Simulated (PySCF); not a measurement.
Geometries of 5 isomers of C5H8O2, from PBE0-D3(BJ)/def2-SVP geometry optimisation, gas phase (PySCF). One conformer each, no zero-point energy, no frequencies.

Question: Which is lowest in electronic energy at this level?
A.
```xyz
15
angstrom
C     -2.496   -0.638    0.488
O     -1.163   -0.276    0.244
C     -0.643   -0.655   -0.939
C      0.659   -0.518   -1.219
C      1.643    0.083   -0.264
C      1.780    1.571   -0.493
O      2.814    2.149   -0.686
H     -2.781   -0.200    1.453
H     -2.619   -1.734    0.546
H     -3.173   -0.244   -0.291
H     -1.348   -1.082   -1.664
H      0.997   -0.809   -2.215
H      2.642   -0.371   -0.345
H      1.273   -0.049    0.768
H      0.801    2.119   -0.482
```
B.
```xyz
15
angstrom
C     -3.529   -0.074   -0.127
C     -2.311   -0.396   -0.552
O     -1.202    0.011    0.137
C      0.021   -0.335   -0.339
O      0.184   -0.982   -1.335
C      1.104    0.208    0.549
C      2.492   -0.212    0.112
H     -3.676    0.520    0.778
H     -4.401   -0.407   -0.690
H     -2.094   -0.986   -1.446
H      0.990    1.306    0.559
H      0.875   -0.111    1.579
H      2.604   -1.305    0.147
H      2.691    0.101   -0.923
H      3.257    0.234    0.763
```
C.
```xyz
15
angstrom
O      2.201    1.189    0.868
C      1.135    0.698    0.626
C      0.988   -0.730    0.138
C     -0.338   -1.063   -0.528
C     -1.465   -0.476    0.303
C     -1.275    1.020    0.414
O      0.015    1.405    0.871
H      1.123   -1.352    1.041
H      1.858   -0.936   -0.501
H     -0.444   -2.152   -0.645
H     -0.370   -0.633   -1.544
H     -2.451   -0.676   -0.145
H     -1.471   -0.931    1.309
H     -1.442    1.495   -0.570
H     -1.986    1.470    1.121
```
D.
```xyz
15
angstrom
C     -0.780    1.850    0.220
C     -0.009    0.767    0.040
O     -0.411   -0.467   -0.322
C     -1.781   -0.668   -0.530
C      1.481    0.849    0.246
C      2.259   -0.422    0.045
O      2.003    1.893    0.559
H     -0.280    2.773    0.513
H     -1.862    1.851    0.088
H     -1.913   -1.721   -0.807
H     -2.362   -0.456    0.385
H     -2.162   -0.027   -1.345
H      3.322   -0.224    0.222
H      2.102   -0.808   -0.973
H      1.893   -1.203    0.729
```
E.
```xyz
15
angstrom
O      1.157   -1.997    0.984
C      0.723   -1.121    0.278
C      1.438    0.191    0.045
C      0.468    1.364    0.214
O     -0.673    1.207   -0.583
C     -1.413    0.071   -0.232
C     -0.605   -1.213   -0.440
H      1.813    0.193   -0.993
H      2.296    0.264    0.728
H      0.944    2.309   -0.085
H      0.182    1.457    1.282
H     -1.739    0.136    0.826
H     -2.317    0.068   -0.858
H     -1.147   -2.103   -0.089
H     -0.401   -1.328   -1.518
```

Answer: C. That is `O=C1CCCCO1` (delta-valerolactone), 15.8 kcal/mol below the next.

```json
{"SMILES": "O=C1CCCCO1", "atoms numbered as above": "[O:1]=[C:2]1[CH2:3][CH2:4][CH2:5][CH2:6][O:7]1", "E (Eh)": "-345.17441", "relative (kcal/mol)": "0.0", "relative (kJ/mol)": "0.0", "dipole (D)": "4.64"}
{"SMILES": "O=C1CCOCC1", "atoms numbered as above": "[O:1]=[C:2]1[CH2:3][CH2:4][O:5][CH2:6][CH2:7]1", "E (Eh)": "-345.14922", "relative (kcal/mol)": "15.8", "relative (kJ/mol)": "66.1", "dipole (D)": "1.69"}
{"SMILES": "C=COC(=O)CC", "atoms numbered as above": "[CH2:1]=[CH:2][O:3][C:4](=[O:5])[CH2:6][CH3:7]", "E (Eh)": "-345.14684", "relative (kcal/mol)": "17.3", "relative (kJ/mol)": "72.4", "dipole (D)": "1.58"}
{"SMILES": "C=C(OC)C(C)=O", "atoms numbered as above": "[CH2:1]=[C:2]([O:3][CH3:4])[C:5]([CH3:6])=[O:7]", "E (Eh)": "-345.12147", "relative (kcal/mol)": "33.2", "relative (kJ/mol)": "139.0", "dipole (D)": "3.47"}
{"SMILES": "CO/C=C\\CC=O", "atoms numbered as above": "[CH3:1][O:2]/[CH:3]=[CH:4]\\[CH2:5][CH:6]=[O:7]", "E (Eh)": "-345.10319", "relative (kcal/mol)": "44.7", "relative (kJ/mol)": "187.0", "dipole (D)": "4.55"}
```

As drawn, the lowest has a C(=O)–O unit, which the highest lacks; the highest has a C=C bond outside aromatic rings, which the lowest lacks.
